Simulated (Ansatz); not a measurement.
Program: Ansatz. Geometries: PBE0-D4/def2-TZVP. ΔE: electronic, gas phase. CBS: MP2 limit from def2 TZ/QZ plus the TZ coupled-cluster correction, frozen cores. This one scheme is used for every species. Functionals use def2-TZVPP. One conformer a species, not always the lowest.

`[SiH3][O][AlH][SiH3]` → `[AlH2][O][SiH3]` + `[SiH2]`  (silylene loss)

| level | ΔE (kJ/mol) |
| --- | --- |
| ωB97M-V | 231.9 |
| PBE0 | 257.3 |

Problem. What does CCSD(T)/CBS give? (Best estimate.)

Solution. The calculation gave: +242.2 kJ/mol. The listed levels differ from it by -10.3, 15.1 kJ/mol.

Largest T1 diagnostic among the species: 0.014.

In def2-TZVPP, CCSD(T) changes the Hartree–Fock value by +20.5 kJ/mol (the triples alone add +5.2 kJ/mol) and MP2 by +32.0 kJ/mol. The D4 term adds +10.3 kJ/mol with B3LYP and +5.9 kJ/mol with PBE0; it sums over pairs of atoms, weighted by their polarisabilities, and B3LYP, whose exchange is more repulsive, gets the larger term. From PBE to PBE0 (25 % exact exchange), in def2-TZVPP and without D4, ΔE moves by +5.0 kJ/mol.

B3LYP here is the variant with VWN-RPA as its local correlation; programs differ in this.
